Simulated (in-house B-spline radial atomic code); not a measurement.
Configurations of Mn V (Mn4+), with energies counted from [Ar] 3d3. Method: scalar-relativistic (X2C) Hartree-Fock, spin-polarised, averaged over the determinants with the given up and down occupations, Fermi nucleus of rms radius 3.7057 fm. Calculated with a B-spline radial code for spherical atoms. Shells without spins written out take the highest spin.

Occupations are held fixed; configurations that lie above the ionisation limit could autoionise.

```json
{"configuration": "[Ne] 3s2 3p5 3d4", "E - E(ref) (eV)": "44.067", "highest orbital": "3d up", "its <r> (bohr)": "0.9452"}
{"configuration": "[Ar] 3d2 4f1", "E - E(ref) (eV)": "49.836", "highest orbital": "4f up", "its <r> (bohr)": "3.457"}
{"configuration": "[Ne] 3s2 3p5 3d3 4s1", "E - E(ref) (eV)": "67.412", "highest orbital": "4s up", "its <r> (bohr)": "2.108"}
{"configuration": "[Ne] 3s2 3p5 3d3 4p1", "E - E(ref) (eV)": "75.631", "highest orbital": "4p up", "its <r> (bohr)": "2.337"}
{"configuration": "[Ne] 3s2 3p(2 up, 3 down) 3d(3 up, 0 down) 4s(0 up, 1 down)", "E - E(ref) (eV)": "77.661", "highest orbital": "4s down", "its <r> (bohr)": "2.138"}
```

Problem. Order these further configurations by energy, lowest first.
A. [Ne] 3s2 3p5 3d3 4f1
B. [Ar] 3d2 4s1
C. [Ne] 3s2 3p(3 up, 2 down) 3d(1 up, 2 down) 4p(1 up, 0 down)
D. [Ar] 3d(2 up, 1 down)
E. [Ar] 3d(0 up, 2 down) 4p(0 up, 1 down)

Solution. D (2.9248 eV), B (21.855 eV), E (30.024 eV), C (85.497 eV), A (95.641 eV).
